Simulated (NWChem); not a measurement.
BiF2 cation; SMILES [F][Bi+][F]

Program: NWChem. Medium grid unless said otherwise, to which SCAN and Minnesota functionals are sensitive. All runs use the structure optimised with PBE0/def2-SVP. def2 effective core potentials on Bi; no spin-orbit coupling.

Estimate the computed values for MN15-L/def2-SVP. Quantities: highest occupied level (eV); orbital gap (eV).


```
Quantity                     Result
---------------------------  ------
highest occupied level (eV)  -15.75
orbital gap (eV)               4.60
```
